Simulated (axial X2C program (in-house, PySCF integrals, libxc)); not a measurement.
## Spin–orbit effects down a group: molecules with Ba (ions), PBE0

Computed with an in-house relativistic program for diatomic molecules, spin-free (one-electron X2C) or two-component (2c: spin–orbit coupling with atomic mean-field Coulomb and Gaunt terms, which also bring small scalar terms), in Dyall basis sets with cores contracted in-house; open shells are unrestricted.

Basis sets: Ba dyall-acv3z, Ba dyall-av3z, H dyall-av3z, Li dyall-av3z, Na dyall-av3z.

| molecule | spin-free state | Re (Å) | ωe (cm⁻¹) | De (eV) | 2c state | Re 2c (Å) | ωe 2c (cm⁻¹) | De 2c (eV) |
| --- | --- | --- | --- | --- | --- | --- | --- | --- |
| BaH⁻ | M_S = 0, Λ = 0 | 2.319 | 1011.9 | 2.26 | Ω = 0 | 2.317 | 1012.5 | 2.27 |
| LiBa⁻ | M_S = 0, Λ = 0 | 3.979 | 149.2 | 0.69 | Ω = 0 | 3.975 | 149.4 | 0.69 |
| NaBa⁻ | M_S = 0, Λ = 0 | 4.219 | 78.7 | 0.61 | Ω = 0 | 4.214 | 78.8 | 0.61 |

Q: Work out the shifts from the spin-free to the two-component result.

A: 

```csv
molecule,2c state,ΔRe (Å),Δωe (cm⁻¹),ΔDe (eV)
BaH⁻,Ω = 0,-0.002,0.6,0.01
LiBa⁻,Ω = 0,-0.004,0.2,0.00
NaBa⁻,Ω = 0,-0.005,0.1,0.00
```

Shifts of one unit in the last digit are rounding.

Fragments in 2c: Ba + H-, Ba + Li-, Ba + Na-. Each entry is the lowest single determinant of a limited PBE0 search at one distance. De goes to single-determinant-based atoms at the same level (for ions the charge split of lowest energy) and is withheld (n/a) where an atom does not fit its ground term or J level. Main or longest-lived isotopes. One determinant is a doubtful description, or other states lie close, for BaH⁻, LiBa⁻, NaBa⁻; these need not be ground states, and all values refer to the states named.
